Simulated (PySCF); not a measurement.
# Worked example: oscillator strength and radiative lifetime

C6H5N3, SMILES n1[nH]c2ccccc2n1.

Geometry: B3LYP-D3(BJ)/def2-SVP.

PySCF with TDA-LC-ωPBE/def2-SVPD puts the first singlet state with f over 0.02 at 5.30 eV (vertical), with the transition dipole (-0.554, -0.524, 0.000) in atomic units.

**Question.** Find the oscillator strength, the wavelength and the radiative lifetime that this transition would have in vacuum if emission retraced absorption.

**Answer.** 
|μ|² = 0.5815 au, so |μ| = 1.94 D. ΔE = 5.30/27.211 = 0.1948 hartree. f = (2/3) ΔE |μ|² = 0.076 (the program prints 0.076).
λ = 1239.84/5.30 = 234 nm; ν = 42747 cm⁻¹.
Einstein's coefficient A = 0.6670 ν² f s⁻¹ (ν in cm⁻¹) = 9.2e7 s⁻¹, so τ = 1/A = 11 ns. This state is S1. The figure is the radiative limit of this one transition; relaxation, internal conversion, crossing to triplets and a medium change what is measured.
